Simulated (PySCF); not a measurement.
**Mayer bond orders and bond lengths**

C₆H₁₃PSi.
SMILES with atom numbers: `[CH3:1][CH:2]([CH3:3])[C:4]#[C:5][Si@H:6]([CH3:7])[PH2:8]` (hydrogens: H9, H10, H11 on C1; H12 on C2; H13, H14, H15 on C3; H16 on Si6; H17, H18, H19 on C7; H20, H21 on P8)

Structure used (GFN2-xTB), in Å, numbered top down from 1:
```
atom  x, y, z in Å
C1    -2.4117    1.4761   -0.6489
C2    -2.1324    0.0044   -0.3289
C3    -2.6359   -0.3644    1.0694
C4    -0.7061   -0.2532   -0.4290
C5     0.4800   -0.4639   -0.5002
Si6    2.3153   -0.6586   -0.6321
C7     2.9787   -1.6061    0.8790
P8     3.3573    1.3425   -0.7138
H9    -3.4812    1.6717   -0.6104
H10   -1.9129    2.1211    0.0718
H11   -2.0466    1.7251   -1.6429
H12   -2.6433   -0.6249   -1.0692
H13   -3.7098   -0.2025    1.1346
H14   -2.1448    0.2489    1.8222
H15   -2.4266   -1.4095    1.2860
H16    2.6203   -1.3621   -1.8892
H17    2.5363   -2.5953    0.9396
H18    2.7577   -1.0841    1.8063
H19    4.0571   -1.7240    0.8153
H20    2.5133    1.8675   -1.6746
H21    2.6262    1.9084    0.3146
```

Bond orders from the PBE0/pcSseg-1 density (PySCF). One conformer (not necessarily the lowest) at the GFN2-xTB geometry, without solvent, vibrations or thermal averaging.

Q: How far do the computed orders between heavy atoms stray from the drawn ones?

A: The largest departure is 0.451, at C4–C5 (drawn triple, 2.549). Drawn double or triple, more than 0.30 short of the drawn order: C4–C5 (2.549).

Q: Set the Mayer orders of the bonds between heavy atoms beside their lengths.

A: 
```tsv
bond	drawn as	length (Å)	Mayer order
C1–C2	single	1.532	1.033
C2–C3	single	1.531	1.033
C2–C4	single	1.453	0.965
C4–C5	triple	1.207	2.549
C5–Si6	single	1.850	0.968
Si6–C7	single	1.903	0.960
Si6–P8	single	2.258	1.001
```

Bonds between the same two heavy elements. C–C: lowest C2–C4 (0.965, 1.453 Å), highest C4–C5 (2.549, 1.207 Å); in 2 of the 6 pairs the longer bond (by over 0.003 Å) has the higher order (by 0.02 or more). C–Si: all 2 within 0.02 of one another (0.960 to 0.968).

Q: And the bonds to hydrogen?

A: C–H: 0.92 to 0.97 (10 bonds); H–Si: 0.93 (1 bond); H–P: 0.93 (2 bonds).

Q: Sum the orders of all bonds at each heavy atom with more than one neighbour and set the sums beside the valence in the SMILES.

A: C1 3.929 (drawn 4), C2 3.949 (drawn 4), C3 3.928 (drawn 4), C4 3.514 (drawn 4), C5 3.517 (drawn 4), Si6 3.861 (drawn 4), C7 3.827 (drawn 4), P8 2.863 (drawn 3). Orders between atoms that aren't bonded are not in these sums.

Mayer orders depend on the basis set.
